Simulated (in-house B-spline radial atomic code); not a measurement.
Configurations of Ag4+, with energies counted from [Kr] 4d7. Method: scalar-relativistic (X2C) B97-1, spin-polarised, spherical fractional occupations, exact exchange averaged over the configuration, Fermi nucleus of rms radius 4.5454 fm. Calculated with a B-spline radial code for spherical atoms. Shells without spins written out take the highest spin.

Occupations are held fixed; configurations that lie above the ionisation limit could autoionise.

```json
{"configuration": "[Kr] 4d6 5f1", "E - E(ref) (eV)": "49.831", "highest orbital": "5f up", "its <r> (bohr)": "4.831"}
{"configuration": "[Ar] 3d10 4s2 4p5 4d7 5p1", "E - E(ref) (eV)": "81.311", "highest orbital": "5p up", "its <r> (bohr)": "2.399"}
{"configuration": "[Ar] 3d10 4s2 4p5 4d7 5d1", "E - E(ref) (eV)": "94.087", "highest orbital": "5d up", "its <r> (bohr)": "3.131"}
{"configuration": "[Ar] 3d10 4s2 4p5 4d7 5f1", "E - E(ref) (eV)": "105.54", "highest orbital": "5f up", "its <r> (bohr)": "4.795"}
```

Question: Order these further configurations by energy, lowest first.
A. [Ar] 3d10 4s2 4p5 4d7 5s1
B. [Kr] 4d6 5d1
C. [Ar] 3d10 4s2 4p5 4d7 4f1
D. [Kr] 4d6 5s1

Answer: D (16.221 eV), B (38.382 eV), A (71.786 eV), C (96.846 eV).
